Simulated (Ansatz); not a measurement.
`NC(F)([SiH3])S` and `CC(N)([SiH3])S` differ in one atom or group.

Ansatz, PBE0-D4/def2-TZVP geometries, multiplicity 1. Each molecule was computed in one conformer, which needn't be the lowest.

```
                                      property  `NC(F)([SiH3])S`
            HOMO energy (PBE0/def2-TZVPP) / eV             -7.19
size of the dipole moment (PBE/def2-TZVPP) / D              1.98
       HOMO–LUMO gap (ωB97M-V/def2-TZVPP) / eV             11.12
           LUMO energy (B3LYP/def2-TZVPP) / eV             -0.34
             HOMO energy (PBE/def2-TZVPP) / eV             -5.96
            LUMO energy (PBE0/def2-TZVPP) / eV             -0.10
```

**Question.** Give the same properties after the change, and the shifts. (An estimate is asked.)

**Answer.** Ansatz gave: 
```json
{"property": "HOMO energy (PBE0/def2-TZVPP) / eV", "`CC(N)([SiH3])S`": "-6.77", "shift": "0.42"}
{"property": "size of the dipole moment (PBE/def2-TZVPP) / D", "`CC(N)([SiH3])S`": "1.01", "shift": "-0.97"}
{"property": "HOMO–LUMO gap (ωB97M-V/def2-TZVPP) / eV", "`CC(N)([SiH3])S`": "10.71", "shift": "-0.41"}
{"property": "LUMO energy (B3LYP/def2-TZVPP) / eV", "`CC(N)([SiH3])S`": "-0.27", "shift": "0.07"}
{"property": "HOMO energy (PBE/def2-TZVPP) / eV", "`CC(N)([SiH3])S`": "-5.49", "shift": "0.47"}
{"property": "LUMO energy (PBE0/def2-TZVPP) / eV", "`CC(N)([SiH3])S`": "-0.03", "shift": "0.07"}
```

With PBE0 the HOMO rises by 0.42 eV and the LUMO rises by 0.07 eV, so the gap narrows by about 0.35 eV. PBE moves the HOMO by 0.47 eV and ωB97M-V by 0.39 eV. Dipoles are sizes alone; their direction can turn.

B3LYP here is the variant with VWN-RPA as its local correlation; programs differ in this.
